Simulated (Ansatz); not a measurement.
Born–Oppenheimer molecular dynamics of ClFH2O2Ti (7 atoms, charge 0, multiplicity 1). It starts from a relaxed structure.

These are results of RKS PBE-D4/def2-SVP in Ansatz 0.2.0, not measurements.

```yaml
ensemble: NVE (velocity Verlet)
time_step: 0.5 fs
steps_asked: 150
starting_velocities_drawn_for: 1500 K
seed: 676335
```

First frame:

```xyz
7
Properties=species:S:1:pos:R:3
Ti -0.063 -0.117 -0.127
F -0.058 -0.059 1.629
O 1.601 -0.121 -0.759
H 2.349 -0.695 -0.513
O -0.885 1.312 -0.799
H -1.764 1.673 -0.579
Cl -1.126 -1.976 -0.707
```

Q: How far do the bonds stretch over the last three quarters of this one trajectory? (Pairs bonded in most of those frames.)

A: 
| bond | mean (Å) | spread (Å) | shortest | longest |
| --- | --- | --- | --- | --- |
| Ti1–F2 | 1.761 | 0.021 | 1.72 | 1.79 |
| Ti1–O3 | 1.801 | 0.092 | 1.66 | 1.94 |
| Ti1–O5 | 1.811 | 0.093 | 1.66 | 1.93 |
| Ti1–Cl7 | 2.270 | 0.041 | 2.16 | 2.31 |
| O3–H4 | 0.980 | 0.028 | 0.93 | 1.02 |
| O5–H6 | 0.987 | 0.020 | 0.95 | 1.02 |

Mean temperature of the second half: 805 K. The conserved energy stayed within 0.31 meV per atom of its start (net change 0.13 meV per atom), so the integration is sound. Over the second half the temperature averaged 0.54 of the 1500 K drawn at the start: a run that starts near a minimum puts about half its kinetic energy into the potential. A run of 0.075 ps of so small a system gives no equilibrium averages.

Run time: 5 min on 2 threads of Arm Neoverse V2, with other jobs on the host, peak memory 0.15 GiB.
